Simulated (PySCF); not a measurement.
Molecule: SMILES B(OC)F, CH4BFO.

Molfile (atoms numbered from 1):
```
CH4BFO
     RDKit          3D

  8  7  0  0  0  0  0  0  0  0999 V2000
   -1.2305   -0.1744    0.1578 C   0  0  0  0  0  0  0  0  0  0  0  0
   -0.2433    0.8217    0.3028 O   0  0  0  0  0  0  0  0  0  0  0  0
    1.0597    0.6018    0.0917 B   0  0  0  0  0  0  0  0  0  0  0  0
    1.4927   -0.5995   -0.2856 F   0  0  0  0  0  0  0  0  0  0  0  0
   -0.8301   -1.0885   -0.3054 H   0  0  0  0  0  0  0  0  0  0  0  0
   -1.6432   -0.4258    1.1467 H   0  0  0  0  0  0  0  0  0  0  0  0
   -2.0440    0.2225   -0.4665 H   0  0  0  0  0  0  0  0  0  0  0  0
    1.8474    1.4997    0.2420 H   0  0  0  0  0  0  0  0  0  0  0  0
  1  2  1  0
  2  3  1  0
  3  4  1  0
  1  5  1  0
  1  6  1  0
  1  7  1  0
  3  8  1  0
M  END
```

Geometry PBE0-D3(BJ)/def2-SVP throughout; GIAO in PySCF, gas phase, one conformer, non-relativistic; equivalent atoms averaged; functional PBE0.

For orientation, cc-pVDZ gives these shifts δ (against TMS, H2O, BF3·OEt2, CFCl3 at the same level): C1 47.6, O2 119.1, B3 22.0, F4 -70.3, H8 4.00, H5/H6/H7 3.71 ppm.

A run gave: C1 47.3, O2 110.4, B3 20.4, F4 -81.2, H8 4.44, H5/H6/H7 3.82 ppm (shifts δ (against TMS, H2O, BF3·OEt2, CFCl3 at the same level)).

Which basis set was used in that run?
A. aug-cc-pVDZ
B. pcSseg-0
C. 6-31G
D. IGLO-III
E. def2-SVP

Answers

A. O2 tells them apart best: aug-cc-pVDZ gives 110.4, pcSseg-0 gives 121.4, IGLO-III gives 116.8, 6-31G gives 102.6, def2-SVP gives 115.1 ppm.
